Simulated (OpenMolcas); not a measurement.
Er III: input and output

Input:

```
&GATEWAY
Coord
1

Er 0.0 0.0 0.0
Basis=ANO-RCC-MB
Group=XYZ
NoMove
AngMom=0.0 0.0 0.0
AMFI
&SEWARD
Relativistic=R03O02
&RASSCF
FileOrb=start.orb
Symmetry=1
Spin=3
nActEl=12 0 0
Inactive=15 12
Ras2=0 7
CIRoot=21 21 1
SDav=21
CIMx=300
Iter=120 100
PrWF=0.3
OrbListing=Nothing
MaxOrb=0
Atom
>>> COPY $Project.JobIph JOB001
&RASSCF
FileOrb=start.orb
Symmetry=1
Spin=1
nActEl=12 0 0
Inactive=15 12
Ras2=0 7
CIRoot=27 27 1
SDav=28
CIMx=300
Iter=120 100
PrWF=0.3
OrbListing=Nothing
MaxOrb=0
Atom
>>> COPY $Project.JobIph JOB002
&RASSI
NrOfJobIphs=2 21 27
1 2 3 4 5 6 7 8 9 10 11 12 13 14 15 16 17 18 19 20 21
1 2 3 4 5 6 7 8 9 10 11 12 13 14 15 16 17 18 19 20 21 22 23 24 25 26 27
IphNames
JOB001
JOB002
EJob
SpinOrbit
DIPRint=1.0
SOCoupling=1000.0
Subsets=2
MEES
Property=10
'ANGMOM' 1 'ANGMOM' 2 'ANGMOM' 3 'MLTPL  1' 1 'MLTPL  1' 2 'MLTPL  1' 3
'AMFI' 1 'AMFI' 2 'AMFI' 3 'MLTPL  2' 6
SOProperty=3
'ANGMOM' 1 'ANGMOM' 2 'ANGMOM' 3
```

Launched by
```bash
OMP_NUM_THREADS=1 MOLCAS_MEM=2252 MOLCAS_PROJECT=a pymolcas a.inp > a.log  # once for each step of the input, in one work folder
```

A driver script runs the steps one by one and writes start.orb anew before each from the orbitals found so far.

Output, cut to the results:

```
--- SEWARD ---
Basis set label: ER.ANO-RCC...6S5P3D1F.

      Electronic valence basis set:
      ------------------
      Associated Effective Charge  68.000000 au
      Associated Actual Charge     68.000000 au
      Nuclear Model: Point charge

      Shell  nPrim  nBasis  Cartesian Spherical Contaminant
         s      25       6        X
         p      22       5        X
         d      15       3                 X
         f      11       1                 X
Relativistic=R03O02
                  Relativistic Douglas-Kroll-Hess integrals:
                    - DKH order of Hamiltonian: 3
                    - DKH order of Properties : 2
--- RASSCF ---
Wave function specifications:
      -----------------------------

      Number of closed shell electrons          54
      Number of electrons in active shells      12
      Max number of holes in RAS1 space          0
      Max nr of electrons in RAS3 space          0
      Number of inactive orbitals               27
      Number of active orbitals                  7
      Number of secondary orbitals               9
      Spin quantum number                      1.0
      State symmetry                             1
Orbital specifications:
      -----------------------

      Symmetry species                           1   2
                                                ag  au
      Frozen orbitals                            0   0
      Inactive orbitals                         15  12
      Active orbitals                            0   7
      RAS1 orbitals                              0   0
      RAS2 orbitals                              0   7
      RAS3 orbitals                              0   0
      Secondary orbitals                         6   3
      Deleted orbitals                           0   0
      Number of basis functions                 21  22
      Number of CSFs                            21
      Number of root(s) required                21
      Iter CI   SX   CI       RASSCF       Energy    max ROT     max BLB   max BLB  Level Ln srch  Step   QN
          iter iter root      energy       change     param      element    value   shift minimum  type update
 Nr of preliminary CI iterations:   1
      Total energies have been shifted. Add               -13000.00 au
        1   1    2    0   -82.30417269    0.00E+00  -2.04E-09    1  16 1 -5.14E-07   0.00   0.00    SX    NO
        2   1    1    0   -82.30417269   -2.36E-11   0.00E+00    7  20 2  1.02E-09   0.00   0.00    SX    NO
        3   1    1    0   -82.30417269    5.46E-12   0.00E+00    7  20 2  1.02E-09   0.00   0.00    SX    NO
        4   1    1    0   -82.30417269   -1.09E-11   0.00E+00    7  20 2  1.02E-09   0.00   0.00    SX    NO
      Convergence after  4 iterations
        5   1    1    0   -82.30417269    1.09E-11   0.00E+00    7  20 2  1.02E-09   0.00   0.00    SX    NO
      Natural orbitals and occupation numbers for root  1
      sym 2:   1.468103   1.534081   1.997816   1.534081   1.468103   2.000000   1.997816
      Natural orbitals and occupation numbers for root  2
      sym 2:   1.519830   1.480928   1.999242   1.999242   1.519830   1.480928   2.000000
      Natural orbitals and occupation numbers for root  3
      sym 2:   1.967763   2.000000   1.967763   1.639970   1.392267   1.639970   1.392267
::    RASSCF root number  1 Total energy: -13082.33831773
::    RASSCF root number  2 Total energy: -13082.33831773
::    RASSCF root number  3 Total energy: -13082.33831773
::    RASSCF root number  4 Total energy: -13082.33831773
::    RASSCF root number  5 Total energy: -13082.33831773
::    RASSCF root number  6 Total energy: -13082.33831773
::    RASSCF root number  7 Total energy: -13082.33831773
::    RASSCF root number  8 Total energy: -13082.33831773
::    RASSCF root number  9 Total energy: -13082.33831773
::    RASSCF root number 10 Total energy: -13082.33831773
::    RASSCF root number 11 Total energy: -13082.33831773
::    RASSCF root number 12 Total energy: -13082.30417269
::    RASSCF root number 13 Total energy: -13082.30417269
::    RASSCF root number 14 Total energy: -13082.30417269
::    RASSCF root number 15 Total energy: -13082.30417269
::    RASSCF root number 16 Total energy: -13082.30417269
::    RASSCF root number 17 Total energy: -13082.30417269
::    RASSCF root number 18 Total energy: -13082.30417269
::    RASSCF root number 19 Total energy: -13082.17897419
::    RASSCF root number 20 Total energy: -13082.17897419
...
--- RASSI ---
SPIN-FREE ENERGIES:
  (Shifted by EMIN (a.u.) =     -13082.3383177347)

 SF State       Relative EMIN(au)   Rel lowest level(eV)    D:o, cm**(-1)      L_eff

     1             0.0000000000        0.0000000000              0.0000         5.0
     2             0.0000000000        0.0000000000              0.0000         5.0
     3             0.0000000000        0.0000000000              0.0000         5.0
     4             0.0000000000        0.0000000000              0.0000         5.0
     5             0.0000000000        0.0000000000              0.0000         5.0
     6             0.0000000000        0.0000000000              0.0000         5.0
     7             0.0000000000        0.0000000000              0.0000         5.0
     8             0.0000000000        0.0000000000              0.0000         5.0
     9             0.0000000000        0.0000000000              0.0000         5.0
    10             0.0000000000        0.0000000000              0.0000         5.0
    11             0.0000000000        0.0000000000              0.0000         5.0
    12             0.0341450454        0.9291340184           7493.9712         3.0
    13             0.0341450454        0.9291340184           7493.9712         3.0
    14             0.0341450454        0.9291340184           7493.9712         3.0
    15             0.0341450454        0.9291340184           7493.9712         3.0
    16             0.0341450454        0.9291340184           7493.9712         3.0
    17             0.0341450454        0.9291340184           7493.9712         3.0
    18             0.0341450454        0.9291340184           7493.9712         3.0
    22             0.0386468441        1.0516342010           8482.0019         4.0
    23             0.0386468441        1.0516342010           8482.0019         4.0
    24             0.0386468441        1.0516342010           8482.0019         4.0
...
```

Levels above the lowest, from the spin-orbit matrix, grouped by J:

```json
{"Configuration": "4f12", "Term": "3H", "J": "6", "E (cm-1)": "0.0", "Measured (cm-1)": "0.0", "Term weight %": "99", "Second": ""}
{"Configuration": "4f12", "Term": "3F", "J": "4", "E (cm-1)": "6373", "Measured (cm-1)": "", "Term weight %": "51", "Second": "35 1G"}
{"Configuration": "4f12", "Term": "3H", "J": "5", "E (cm-1)": "7194", "Measured (cm-1)": "6970", "Term weight %": "100", "Second": ""}
{"Configuration": "4f12", "Term": "3H", "J": "4", "E (cm-1)": "11752", "Measured (cm-1)": "10785", "Term weight %": "60", "Second": "35 3F"}
{"Configuration": "4f12", "Term": "3F", "J": "3", "E (cm-1)": "14688", "Measured (cm-1)": "12473", "Term weight %": "100", "Second": ""}
{"Configuration": "4f12", "Term": "3F", "J": "2", "E (cm-1)": "16059", "Measured (cm-1)": "13220", "Term weight %": "87", "Second": "12 1D"}
{"Configuration": "4f12", "Term": "1G", "J": "4", "E (cm-1)": "19435", "Measured (cm-1)": "18384", "Term weight %": "60", "Second": "26 3H"}
{"Configuration": "4f12", "Term": "1D", "J": "2", "E (cm-1)": "31778", "Measured (cm-1)": "", "Term weight %": "64", "Second": "24 3P"}
{"Configuration": "4f12", "Term": "1I", "J": "6", "E (cm-1)": "38226", "Measured (cm-1)": "", "Term weight %": "99", "Second": ""}
{"Configuration": "4f12", "Term": "3P", "J": "1", "E (cm-1)": "42166", "Measured (cm-1)": "", "Term weight %": "100", "Second": ""}
{"Configuration": "4f12", "Term": "3P", "J": "2", "E (cm-1)": "42592", "Measured (cm-1)": "", "Term weight %": "75", "Second": "23 1D"}
{"Configuration": "4f12", "Term": "3P", "J": "0", "E (cm-1)": "43330", "Measured (cm-1)": "", "Term weight %": "100", "Second": ""}
```

Against the 5 measured excited levels shown (Martin, Zalubas and Hagan, Atomic Energy Levels: The Rare-Earth Elements, NSRDS-NBS 60 (1978); the list in Deprince et al., Eur. Phys. J. D 78, 105 (2024)) the mean absolute deviation is 1500 cm-1; the largest miss in energy is 4f12 3F2: computed 16059, measured 13220 cm-1 (+21.5 %).

Without dynamic correlation excited terms often stand tens of per cent too high (terms of higher spin than the ground term too low), and those without a measured partner can miss by more than the paired ones. Measured partners are found by configuration, term and J. A level has none where our copy of the source lacks it or the pairing is in doubt (some pairs that miss far off the trend of their configuration count as doubtful), and it then counts in no deviation. Only configurations of the active space appear. The first state left out of the spin-orbit step lies near 78000 cm-1 above the lowest spin-free state of the reference (among the parities and spins computed), and the list stops at four fifths of that energy or lower.

The RASSCF and RASSI steps took 15 s on 1 thread of Arm Neoverse V2, on a shared host; the integral step is not counted.

The term weight is that of the spin-free term in the level, not the purity of its configuration.
